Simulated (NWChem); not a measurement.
GeSiH₄O, singlet; SMILES [SiH3][Ge][OH]

```xyz
7

Ge     0.4338     0.6752     0.0010
O     -1.2683     1.2265    -0.0017
H     -1.9429     0.5370     0.0294
Si    -0.0843    -1.7846     0.0018
H      0.7463    -2.5703     0.9721
H      0.1755    -2.3548    -1.3636
H     -1.5324    -2.0452     0.3187
```
Atoms are numbered in this order, from 1.

Low-valent species are run as closed-shell singlets; no triplet was tried in these runs. Structure relaxed at the PBE0/def2-SVP level.

Problem. List the 4 lowest vertical singlet excitations from PBE0/def2-SVPD, TDA (NWChem).

Solution. 
```tsv
state	energy (eV)	oscillator strength	leading excitation (squared amplitude)
S1	2.54	0.004	HOMO → LUMO (0.99)
S2	4.82	0.032	HOMO → LUMO+1 (0.93)
S3	5.30	0.020	HOMO−1 → LUMO (0.92)
S4	5.71	0.049	HOMO → LUMO+3 (0.47)
```
